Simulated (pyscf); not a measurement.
# `[O]=[Mo](=[O])([OH])[Cl]`, singlet

Gas-phase minimum from PySCF at ωB97X-D3(BJ)/def2-SVP, one conformer. 

SMILES: [OH][Mo](=[O])([Cl])=[O]
```xyz
6

O      1.6332    -0.3743    -1.2599
Mo     0.9604     0.6637    -0.1541
O      1.1335     2.2069    -0.7414
O     -0.8388     0.2564     0.0530
Cl     2.0576     0.5004     1.8252
H     -1.5750     0.8814     0.0805
```
Charge 0, spin multiplicity 1.

Bonds (Å): O1–Mo2 1.659, Mo2–O3 1.660, Mo2–O4 1.856, Mo2–Cl5 2.269, O4–H6 0.966. Bond angles (°): O1–Mo2–O3 107.7, O1–Mo2–O4 109.3, O1–Mo2–Cl5 109.9, O3–Mo2–O4 110.1, O3–Mo2–Cl5 109.0, O4–Mo2–Cl5 110.8, Mo2–O4–H6 126.9.

Properties at ωB97X-D3(BJ)/def2-SVP:

```json
{
  "harmonic_wavenumbers_unscaled": "159, 189, 246, 265, 302, 369, 453, 587, 776, 1078, 1109, 3900 cm⁻¹",
  "zero_point_energy": "13.5 kcal/mol",
  "rotational_symmetry_number": "1",
  "Entropy of this conformer at 298 K and 1 atm, rigid rotor and harmonic oscillator, modes under 100 cm⁻¹ raised to 100": "339.8 J/(mol K)",
  "dipole_moment": "2.92 D"
}
```

Single-point totals, which compare only within one level:

```csv
level,total energy (hartree)
ωB97X-D3(BJ)/def2-TZVP,-755.02729
PBE/def2-TZVP,-754.63059
r²SCAN/def2-TZVP,-754.90880
B3LYP-D3(BJ)/def2-TZVP,-755.03358
PBE0-D3(BJ)/def2-TZVP,-754.58407
M06-2X/def2-TZVP,-754.73944
ωB97M-D3(BJ)/def2-TZVP,-755.02404
```

Soft torsions are taken as harmonic, which can shift the entropy by several J/(mol K). Elements past Kr carry the def2 core potentials, without spin-orbit coupling.
